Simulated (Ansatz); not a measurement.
Consider the formal exchange of groups at the Si–C bond: `C[Si](F)(S)Cl` + dimethyl carbonate → `CO[Si](F)(S)Cl` + `COC(C)=O`.

Isolated molecules relaxed with PBE0-D4/def2-TZVP in Ansatz; ΔE leaves out vibrations. CCSD(T)/CBS is the MP2 limit (def2-TZVPP, def2-QZVPP) plus CCSD(T) − MP2 in def2-TZVPP, frozen cores. Each species was taken in one conformer, which may not be the lowest.

`C[Si](F)(S)Cl`:

Cartesian coordinates in Å:
```
C -0.737 -0.542 -0.765
Si 0.706 0.201 0.108
F 1.607 -0.991 0.662
S 0.205 1.524 1.683
Cl 1.858 1.299 -1.169
H -0.390 -1.206 -1.561
H -1.344 -1.125 -0.069
H -1.361 0.238 -1.204
H -0.545 0.603 2.315
```

`COC(=O)OC`:

```xyz
12

C     1.445   -0.294    1.784
O     1.268   -0.039    0.395
C     0.000    0.000    0.000
O    -0.963   -0.159    0.702
O    -0.019    0.244   -1.306
C    -1.321    0.315   -1.874
H     1.019   -1.261    2.055
H     0.970    0.484    2.383
H     2.521   -0.294    1.946
H    -1.169    0.518   -2.932
H    -1.901    1.115   -1.413
H    -1.851   -0.629   -1.741
```

`CO[Si](F)(S)Cl`:

```xyz
10

C     0.983    1.367    0.155
O     1.000   -0.040    0.311
Si   -0.267   -1.027    0.209
F     0.252   -2.452    0.648
S    -0.995   -1.031   -1.770
Cl   -1.746   -0.516    1.517
H     0.545    1.652   -0.806
H     2.015    1.715    0.193
H     0.415    1.839    0.961
H    -2.201   -1.507   -1.418
```

`COC(C)=O`:

Z-matrix (Å, degrees):
```
C
O 1 1.423
H 1 1.088 2 105.9
H 1 1.091 2 110.7 3 119.7
H 1 1.091 2 110.7 3 -119.7
C 2 1.341 1 115.2 3 180.0
O 6 1.201 2 123.3 1 -0.0
C 6 1.498 2 111.1 1 180.0
H 8 1.087 6 109.5 2 179.6
H 8 1.092 6 109.9 2 -59.4
H 8 1.092 6 109.9 2 58.5
```

```csv
level,ΔE (kJ/mol)
SCS-MP2/def2-TZVPP,-78.0
CCSD/def2-TZVPP,-75.5
```

(1) What does CCSD(T)/CBS give? (Best estimate.)

Largest T1 diagnostic among the species: 0.014.

Results:

(1) The calculation gave: -77.7 kJ/mol. The listed levels differ from it by -0.3, 2.2 kJ/mol.
